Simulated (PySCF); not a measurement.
## Diatomics with 68 electrons

r²SCAN in PySCF with x2c-SVPall on every atom, spin-free X2C, for the lowest determinant that a PBE0 search found; no spin–orbit coupling. All have 68 electrons, 12 of them in the valence shells, and the same state, a triplet (π ↑↑). For ions De leads to the atom and ion picked by measured ionisation energies and electron affinities.

```
species  difference of nuclear charges  Re (Å)  ωe (cm⁻¹)  k (mdyn/Å)  De (eV)  dissociates to  Mayer bond order
   SbCl                             34   2.378        367        2.15     3.12         Sb + Cl              1.12
    TeS                             36   2.258        469        3.32     3.64          Te + S              2.03
     PI                             38   2.401        367        1.98     2.50           P + I              1.35
  SeBr⁺                              1   2.188        375        3.29     3.24        Se⁺ + Br              1.75
```

Spin–orbit coupling is left out, which matters for elements this heavy, above all for dissociation energies. For an ion De counts to the pair picked by the measured ionisation energies or electron affinities, which need not be the lowest pair at this level. States were picked by a PBE0 search and need not be the measured ground states.
